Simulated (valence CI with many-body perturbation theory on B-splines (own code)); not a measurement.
# Hyperfine factors and g values of Ce⁴⁵⁺

Calculated by valence CI with perturbative core correlation (CI+MBPT): three valence electrons over a frozen Dirac-Fock core [Ne], a basis of 11 s, 11 p, 10 d, 8 f, 5 g, 2 h functions for each j, with the one-electron correlation potential Σ1, the two-electron term Σ2, the three-electron term Σ3, Breit, model QED; selected CI, second order for the rest, scaled by the run's own slope (own B-spline code, finite nucleus).

The last digits are not significant, and no measured levels were compared; by estimate large intervals hold to a few tenths of a per cent, small ones and those within an open d or f shell to about a per cent.

A/g_I is the dipole constant over the nuclear g factor μ/I (μ in nuclear magnetons, uniformly magnetised nucleus), B/Q the quadrupole constant per barn. Both hold the static response of the core; the bare values leave it out. Large factors of s and p1/2 electrons are usually good to 5 to 10 %; those of open d and f shells near neutrality can be off by tens of per cent, and small factors of p3/2, d and f electrons come from cancelling terms and can be off by a factor of two or in sign, in half-filled shells by more. B is blank for J = 1/2, where it vanishes, and for nearly pure S terms. Energies count from the lowest level.

Levels are named by their leading jj configuration (3d3/2^4 stands for four electrons in 3d with j = 3/2), which in mixed levels can hold well under half, so a name can repeat and another be missing. Letters in brackets count levels of one name in rising energy.

```tsv
Level	E (× 10³ cm⁻¹)	g	A/g_I (MHz)	A/g_I bare	B/Q (MHz/b)	B/Q bare
(3s^2 3p1/2) J=1/2	0.00	0.655	635000	620000		
(3s 3p1/2^2) J=1/2	915.98	2.248	1890000	1850000		
(3s^2 3p3/2) J=3/2	930.27	1.326	94800	94500	179000	176000
(3s 3p1/2 3p3/2) J=3/2 [a]	1684.4	1.660	480000	471000	145000	143000
(3s 3p1/2 3p3/2) J=5/2	1785.5	1.365	563000	551000	111000	109000
(3s 3p1/2 3p3/2) J=3/2 [b]	1920.5	0.942	31400	32600	121000	119000
(3s 3p1/2 3p3/2) J=1/2	1985.9	1.203	-589000	-571000		
(3s^2 3d3/2) J=3/2	2303.8	0.837	27800	29600	29200	30100
(3s^2 3d5/2) J=5/2	2442.5	1.252	95600	95400	11300	12800
(3s 3p3/2^2) J=5/2	2732.3	1.361	417000	408000	97400	96000
(3p1/2^2 3p3/2) J=3/2	2844.0	1.227	67200	69000	146000	144000
(3s 3p3/2^2) J=1/2	2920.3	1.861	1980000	1920000		
(3s 3p1/2 3d3/2) J=3/2 [a]	2957.0	0.550	-148000	-142000	49900	50200
(3s 3p3/2^2) J=3/2	2961.9	1.198	-272000	-262000	-48400	-47600
(3s 3p1/2 3d3/2) J=5/2	3029.2	1.044	510000	499000	-1180	306
(3s 3p1/2 3d3/2) J=1/2	3183.0	0.361	-764000	-742000		
(3s 3p1/2 3d3/2) J=3/2 [b]	3199.3	1.320	418000	411000	27300	27100
(3s 3p1/2 3d5/2) J=5/2 [a]	3250.4	1.345	182000	180000	27600	29000
(3s 3p1/2 3d5/2) J=7/2	3312.6	1.252	375000	368000	-5190	-3090
(3s 3p1/2 3d5/2) J=5/2 [b]	3379.5	1.074	46300	47300	38800	39600
(3s 3p1/2 3d5/2) J=3/2	3404.2	1.172	-301000	-290000	-5350	-4140
(3p1/2 3p3/2^2) J=5/2	3753.8	1.130	223000	220000	49500	49000
(3p1/2 3p3/2^2) J=3/2	3791.5	1.327	-18900	-14400	38400	38000
(3p1/2 3p3/2^2) J=1/2	3857.6	0.668	638000	621000		
(3s 3p3/2 3d3/2) J=3/2 [a]	3977.1	1.340	301000	297000	-11000	-11800
(3s 3p3/2 3d3/2) J=5/2 [a]	3983.4	1.269	259000	256000	45000	43800
(3s 3p3/2 3d3/2) J=1/2 [a]	3984.9	2.306	936000	917000		
(3s 3p3/2 3d3/2) J=7/2	4004.9	1.290	323000	318000	136000	135000
(3s 3p3/2 3d5/2) J=9/2	4064.6	1.326	263000	259000	220000	219000
(3p1/2^2 3d3/2) J=3/2	4092.4	0.761	53200	53000	27200	28300
(3s 3p3/2 3d3/2) J=3/2 [b]	4143.9	1.019	-29900	-26700	-96300	-94400
(3s 3p3/2 3d5/2) J=5/2 [a]	4206.0	1.337	385000	378000	-87000	-85200
(3s 3p3/2 3d3/2) J=5/2 [b]	4271.0	0.937	-71700	-67400	125000	125000
(3s 3p3/2 3d5/2) J=3/2 [a]	4279.0	1.164	-69900	-64800	-92100	-90600
(3s 3p3/2 3d5/2) J=7/2 [a]	4281.4	1.186	126000	126000	173000	172000
(3s 3p3/2 3d3/2) J=1/2 [b]	4289.8	0.610	161000	158000		
(3p1/2^2 3d5/2) J=5/2	4371.9	1.194	16300	19000	22400	24000
(3s 3p3/2 3d5/2) J=7/2 [b]	4382.5	1.194	57700	58700	124000	124000
(3s 3p3/2 3d5/2) J=1/2	4449.9	0.681	-409000	-397000		
(3s 3p3/2 3d5/2) J=3/2 [b]	4503.4	1.303	454000	444000	55700	55800
```
